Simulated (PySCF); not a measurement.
**Low-lying terms of Sr²⁺ (strontium, charge +2)**

Ground state [Kr], ¹S. Calculation: PySCF 2.14, in aug-cc-pwCVTZ-X2C with one added diffuse shell each of s, p, d, f type (11s10p8d4f, 109 functions); scalar relativity by spin-free X2C-1e. Vertical excitation energies in eV without spin-orbit coupling; excited terms of each kind are numbered among those the solver found. Frozen: [Ar].

```
 term  leading excitation  EOM-EE-CCSD
1 3P°              4p → d       22.189
1 3F°              4p → d       23.037
2 3P°              4p → s       24.027
1 1D°              4p → d       24.145
1 1F°              4p → d       24.326
1 1P°              4p → s       24.433
 1 3S              4p → p       27.399
 1 3D              4p → p       28.054
 1 1D              4p → p       28.267
 1 1P              4p → p       28.427
 1 3P              4p → p       28.458
 1 1S              4p → p       29.322
```

The spin-orbit splitting of the hole, absent here, rivals or exceeds the spacing of these terms, so the LS terms are model states.

The solver can miss terms. Rydberg members are limited by the diffuse functions of the basis.
